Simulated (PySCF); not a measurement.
**Electron correlation in Ne⁺ (neon, charge +1)**

[He] 2s2 2p5, 2P determinant. All numbers are calculated (PySCF 2.14, the non-relativistic Hamiltonian (point nucleus), in pcseg-2 (4s3p2d1f, 30 functions)). Frozen: 1s2; 7 electrons correlated.

MP2 pair energies summed by pair of shells (mhartree):

```tsv
pair	energy	share (%)
2p-2p	-114.44	63.9
2s-2p	-56.03	31.3
2s-2s	-8.50	4.7
```

Total MP2 correlation energy: -178.98 mhartree.

Same-spin part -43.71 and opposite-spin part -135.26 mhartree; SCS-MP2 scales them by 1/3 and 6/5 to -176.89 mhartree.

| level | correlation energy (mhartree) |
| --- | --- |
| CCSD | -191.27 |
| (T) | -2.08 |
| CCSD(T) | -193.35 |

Diagnostics: T1 = 0.0049, D1 = 0.0073, largest double amplitude 0.027.

Cost of the coupled-cluster step: 0.38 s of wall time on 1 thread of Neoverse-V1 (shared host), for 7 correlated electrons.
